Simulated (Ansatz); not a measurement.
Relaxation of ClFH$_{4}$HfO$_{3}$ (10 atoms, charge 0, multiplicity 1), to a largest force component of 0.03 eV/Å in at most 50 steps.

The calculation used RKS revPBE/def2-SVP in Ansatz 0.2.0.

```xyz
10
Properties=species:S:1:pos:R:3
Hf 0.270 0.432 -0.267
F -0.137 -0.178 2.826
O 1.755 -0.136 -1.399
H 2.189 -0.980 -1.611
O -0.922 1.479 -1.403
H -1.866 1.448 -1.636
O -0.705 -1.191 0.145
H -1.154 -1.882 0.650
Cl 1.308 2.117 1.267
H 0.371 0.564 3.079
```

Where does it end, and by what steps?

The forces met the threshold. After 25 steps the energy has fallen by 0.416 eV; F2 moved furthest, 1.30 Å. Joined: Hf1–F2 (3.18 → 2.48 Å).

| step | energy less start (eV) | largest force component (eV/Å) | accepted |
| --- | --- | --- | --- |
| 0 | 0.0000 | 0.490 | yes |
| 1 | -0.0708 | 0.673 | yes |
| 2 | -0.0475 | 1.445 | no |
| 3 | -0.1008 | 0.576 | yes |
| 4 | -0.1121 | 0.182 | yes |
| 5 | -0.0778 | 1.209 | no |
| 6 | -0.1248 | 0.120 | yes |
| 7 | -0.1340 | 0.196 | yes |
| 8 | -0.1469 | 0.389 | yes |
| 9 | -0.1883 | 0.556 | yes |
| 10 | -0.2326 | 0.737 | yes |
| 11 | -0.2615 | 0.524 | yes |
| 12 | -0.2793 | 0.144 | yes |
| 13 | -0.2928 | 0.405 | yes |
| 14 | -0.3254 | 0.349 | yes |
| 15 | -0.3524 | 0.464 | yes |
| 16 | -0.3623 | 0.470 | yes |
| 17 | -0.3738 | 0.509 | yes |
| 18 | -0.3955 | 0.273 | yes |
| 19 | -0.4052 | 0.295 | yes |
| 20 | -0.4096 | 0.313 | yes |
| 21 | -0.4121 | 0.282 | yes |
| 22 | -0.3682 | 1.060 | no |
| 23 | -0.4152 | 0.167 | yes |
| 24 | -0.4163 | 0.058 | yes |
| 25 | -0.4164 | 0.017 | yes |

```xyz
10
Properties=species:S:1:pos:R:3
Hf 0.288 0.183 0.029
F -0.818 0.722 2.185
O 1.486 -0.057 -1.474
H 2.037 -0.630 -2.025
O -1.159 1.256 -0.719
H -1.446 1.645 -1.558
O -0.225 -1.642 0.471
H -0.933 -2.267 0.682
Cl 1.851 1.350 1.604
H 0.029 1.113 2.456
```

Whether the end is a true minimum wasn't checked by a vibrational analysis.

Run time: 56 s on 4 threads of Arm Neoverse V1, on a shared host, peak memory 0.19 GiB.
